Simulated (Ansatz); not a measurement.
Reactions of C2H9NOSi2, SMILES `C=C[SiH2]N[SiH2]O`.

Program: Ansatz. Geometries: PBE0-D4/def2-TZVP. ΔE: electronic, gas phase. CBS: MP2 limit from def2 TZ/QZ plus the TZ coupled-cluster correction, frozen cores. This one scheme is used for every species. Functionals use def2-TZVPP. Open shells (•) are unrestricted, without spin–orbit coupling. For Ge outer-core shells are correlated without core-valence functions, which leaves a few kJ/mol of doubt a bond. Scalar relativity is left out up to krypton. One conformer a species, not always the lowest.

```tsv
reaction	CCSD(T)/CBS(def2) (kcal/mol)
`C=C[SiH2]N[SiH2]O` + CH₃OH → `CO[SiH2]N[SiH2]O` + `C=C`	-24.1
`C=C[SiH2]N[SiH2]O` + H₂ → `O[SiH2]N[SiH3]` + `C=C`	-2.7
`C=C[SiH2]N[SiH2]O` + `[AlH2][BH]Cl` → `O[SiH2]N[SiH2][AlH2]` + `C=CBCl`	?
`C=C[SiH2]N[SiH2]O` + `COB(O)O` → `O[SiH2]N[SiH3]` + `C=CCOB(O)O`	7.8
`C=C[SiH2]N[SiH2]O` + `[OH][GeH3]` → `O[SiH2][O][GeH3]` + `C=C[SiH2]N`	-11.6
`C=C[SiH2]N[SiH2]O` → `C=C[Si](N)(O)[SiH3]`	14.5
`C=C[SiH2]N[SiH2]O` → `C=C[SiH2][NH]`• + `O[SiH2]`•	?
`C=C[SiH2]N[SiH2]O` + CH₄ → `C[SiH2]N[SiH2]O` + `C=C`	2.4
`C=C[SiH2]N[SiH2]O` + H₂ → `C=C[SiH2]N[SiH3]` + H₂O	21.2
`C=C[SiH2]N[SiH2]O` + `CC(O)=S` → `CC(=S)O[SiH2]O` + `C=C[SiH2]N`	?
```

**Question.** Fill in the missing values. (An estimate is asked.)

**Answer.** Computed: `C=C[SiH2]N[SiH2]O` + `[AlH2][BH]Cl` → `O[SiH2]N[SiH2][AlH2]` + `C=CBCl`: -10.6 kcal/mol; `C=C[SiH2]N[SiH2]O` → `C=C[SiH2][NH]`• + `O[SiH2]`•: +122.6 kcal/mol; `C=C[SiH2]N[SiH2]O` + `CC(O)=S` → `CC(=S)O[SiH2]O` + `C=C[SiH2]N`: +1.1 kcal/mol.

Largest T1 diagnostic: 0.017, for `CC(O)=S`.
